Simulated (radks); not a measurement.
Results of a calculation; reference values are marked as such.
Problem. Ionisation of La, [Xe] 5d1 6s2, to La+, [Xe] 5d2, under several functionals. Scalar-relativistic Kohn-Sham, spin-polarised, spherical densities, finite nucleus; open shells are filled with parallel spins first (spin-orbit coupling, left out, can overturn this in heavy ions); a radial shooting solver on a logarithmic mesh with Libxc functionals. The NIST Atomic Spectra Database gives 5.577 eV (measured). Rank these functionals by the error of their Delta-SCF ionisation energy: LDA (Slater exchange, VWN5 correlation); OLYP; Wu-Cohen GGA; exchange-only r2SCAN; exchange-only PBE; LDA (Slater exchange, Perdew-Zunger correlation); r2SCAN; AM05; revPBE.

Solution. From best to worst: AM05 5.535 eV (-0.042); Wu-Cohen GGA 5.512 eV (-0.065); revPBE 5.455 eV (-0.122); exchange-only PBE 5.280 eV (-0.297); r2SCAN 5.277 eV (-0.300); LDA (Slater exchange, VWN5 correlation) 5.922 eV (+0.346); OLYP 5.226 eV (-0.351); LDA (Slater exchange, Perdew-Zunger correlation) 5.961 eV (+0.384); exchange-only r2SCAN 4.618 eV (-0.959). Open shells are spherical and high-spin; term and fine-structure splittings are not resolved. Spin-orbit splitting is averaged out at the scalar-relativistic level.
